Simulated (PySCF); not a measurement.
dimethyl carbonate (C3H6O3), SMILES COC(=O)OC.

Geometry optimised at PBE0-D3(BJ)/def2-SVP.

These are PBE0-D3(BJ)/def2-SVP in PySCF values and carry that method's errors.

Frequencies are harmonic and unscaled.

Computed normal modes with their intensities:
```tsv
mode	ν (cm⁻¹)	IR (km/mol)	moving atoms (share of kinetic energy)
1	103	0.0	H 96 %
2	113	3.1	H 69 %, O 16 %, C 15 %
3	131	7.4	H 48 %, C 34 %, O 18 %
4	209	0.0	O 74 %, H 19 %
5	238	6.5	C 51 %, H 28 %, O 21 %
6	350	27.3	O 57 %, C 25 %, H 17 %
7	532	1.1	C 53 %, O 33 %, H 13 %
8	718	0.1	O 83 %, H 12 %
9	814	32.8	C 79 %, O 20 %
10	968	27.2	O 65 %, H 20 %, C 15 %
11	1072	61.5	C 56 %, O 37 %
12	1178	0.0	H 76 %, C 19 %
13	1182	1.1	H 76 %, C 19 %
14	1195	8.8	H 40 %, O 34 %, C 26 %
15	1202	8.3	H 68 %, C 22 %, O 10 %
16	1259	0.0	O 57 %, C 22 %, H 21 %
17	1376	688.7	C 54 %, H 32 %, O 15 %
18	1453	2.0	H 88 %, C 9 %
19	1458	0.0	H 97 %
20	1459	19.9	H 97 %
21	1472	92.6	H 93 %
22	1480	13.9	H 94 %
23	1502	207.1	H 58 %, C 31 %, O 11 %
24	1895	319.9	C 66 %, O 33 %
25	3066	53.2	H 97 %
26	3067	4.5	H 97 %
27	3162	0.0	H 90 %, C 10 %
28	3162	28.9	H 90 %, C 10 %
29	3204	7.4	H 90 %, C 10 %
30	3204	10.3	H 90 %, C 10 %
```
